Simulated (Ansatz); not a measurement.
Calculated with Ansatz (gas phase, PBE0-D4/def2-TZVP geometries, no zero-point term in ΔE). CCSD(T)/CBS adds triple-zeta CCSD(T) − MP2 to the extrapolated MP2 energy (def2 sets, frozen cores). DFT in def2-TZVPP. For Ge outer-core shells are correlated without core-valence functions, which leaves a few kJ/mol of doubt a bond. Scalar relativity is left out up to krypton. Each species was taken in one conformer, which may not be the lowest.

Consider the cleavage of the Si–Al bond: `[CH3][Al]([SiH3])[SiH3]` + `[OH][GeH2][O][SiH3]` → `[SiH3][O][GeH2][O][SiH3]` + `[CH3][AlH][SiH3]`.

`[CH3][Al]([SiH3])[SiH3]`:

```xyz
13

C    -1.025   -0.479    1.842
Al   -0.123   -0.017    0.169
Si    1.954   -1.206   -0.414
Si   -0.992    1.697   -1.370
H    -1.918    0.118    2.033
H    -1.318   -1.535    1.834
H    -0.344   -0.357    2.692
H     2.551   -0.765   -1.707
H     1.718   -2.677   -0.517
H     2.996   -1.015    0.639
H    -2.254    2.346   -0.910
H    -1.260    1.109   -2.716
H     0.015    2.781   -1.574
```

`[OH][GeH2][O][SiH3]`:

Cartesian coordinates in Å:
```
O 1.755 -1.282 0.007
Ge 1.177 0.175 -0.815
O -0.570 0.318 -0.570
Si -1.534 0.356 0.753
H 1.438 -2.095 -0.394
H 1.358 0.078 -2.335
H 1.898 1.331 -0.119
H -1.861 -1.021 1.211
H -2.790 1.058 0.390
H -0.870 1.081 1.872
```

`[SiH3][O][GeH2][O][SiH3]`:

```xyz
13

Si   -0.828   -1.638   -1.447
O    -0.985   -1.144    0.108
Ge    0.147   -0.684    1.381
O     1.082    0.695    0.801
Si    0.706    2.208    0.296
H    -2.039   -2.415   -1.809
H    -0.699   -0.471   -2.358
H     0.377   -2.499   -1.604
H    -0.709   -0.269    2.581
H     1.156   -1.812    1.617
H     1.898    3.070    0.491
H    -0.434    2.755    1.084
H     0.329    2.204   -1.142
```

`[CH3][AlH][SiH3]`:

Cartesian coordinates in Å:
```
C -0.593 1.235 1.327
Al 0.771 0.360 0.236
Si 0.148 -1.371 -1.398
H -0.558 2.321 1.185
H -1.609 0.899 1.112
H -0.397 1.060 2.390
H 2.295 0.781 0.425
H -0.820 -0.835 -2.400
H -0.538 -2.514 -0.722
H 1.300 -1.936 -2.156
```

```csv
level,ΔE (kcal/mol)
PBE0-D4,-17.3
MP2/def2-TZVPP,-23.5
HF/def2-QZVPP,-28.8
MP2/def2-QZVPP,-23.9
```

Q: What does CCSD(T)/CBS give? (Best estimate.)

A: Computed: -21.8 kcal/mol. The listed levels differ from it by 4.5, -1.7, -7.0, -2.1 kcal/mol.

Largest T1 diagnostic among the species: 0.013.

The D4 term adds −1.0 kcal/mol with B3LYP and −0.5 kcal/mol with PBE0; it sums over pairs of atoms, weighted by their polarisabilities, and B3LYP, whose exchange is more repulsive, gets the larger term. From PBE to PBE0 (25 % exact exchange), in def2-TZVPP and without D4, ΔE moves by −2.3 kcal/mol. In def2-TZVPP, CCSD(T) changes the Hartree–Fock value by +6.6 kcal/mol (the triples alone add +0.9 kcal/mol) and MP2 by +4.6 kcal/mol.

B3LYP here is the variant with VWN-RPA as its local correlation; programs differ in this.
